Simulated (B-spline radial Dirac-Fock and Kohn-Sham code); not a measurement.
Pd⁴⁺: non-radiative channels of the 2s vacancy

System: Pd⁴⁺ in the configuration [Kr] 4d6, inside a Watson sphere of charge -4 and radius 2 Å (a model of the Madelung potential; inside it an electron's potential energy is raised by 28.8 eV).

Input of the calculation (task.json; shells as n, l, electrons):

```json
{"items": [{
  "Z": 46,
  "q": 4,
  "cfg": [[1, 0, 2], [2, 0, 2], [2, 1, 6], [3, 0, 2], [3, 1, 6], [3, 2, 10], [4, 0, 2], [4, 1, 6], [4, 2, 6]],
  "A": 106,
  "rrms": 4.5318,
  "watson": [-4, 2.0],
  "do": ["binding", "quiet", "decay"],
  "holes": ["K", "L1", "L2", "L3", "M1", "M2", "M3", "M4", "M5", "N1", "N2", "N3"]
}]}
```

Launch: `python xray_run.py task.json out`

Method: independent-particle radiative and Coulomb Auger rates from relativistic LDA hole-state orbitals, with Dirac-Fock energies. Computed with a B-spline atomic structure program. Kinetic energies are configuration averages from the vacuum level; the two-hole energies are estimated from single-hole states.

```csv
transition,kinetic energy (eV),width (meV),share (%)
L1-L3M5,5.81,2250,48.6
L1-L2N1,122.4,155,3.3
L1-L2N2,160.8,100,2.2
L1-L2N3,165.5,135,2.9
L1-L3N1,279.5,229,4.9
L1-L3N2,317.4,99.0,2.1
L1-L3N3,322.8,195,4.2
L1-L3N4,379.9,92.7,2.0
L1-L3N5,380.7,123,2.7
L1-M1M2,2296.8,78.2,1.7
L1-M1M3,2325.4,147,3.2
L1-M1M4,2514.6,117,2.5
L1-M1M5,2520.1,168,3.6
L1-M2M5,2629.0,42.0,0.9
L1-M4M5,2849.8,239,5.2
L1-M5M5,2855.8,66.6,1.4
```

Coster-Kronig rates are the weakest part of this model and often come out 1.5 to 2.5 times too large. Channels within a few eV of threshold rest on estimated energies and may be closed in reality. The listed channels hold 92 % of the non-radiative rate. Summed by principal shells, of 4.62 eV in all: LLM 48.6 %, LLN 25.8 %, LMM 21.0 %, LMN 4.4 %, LNN 0.2 %.
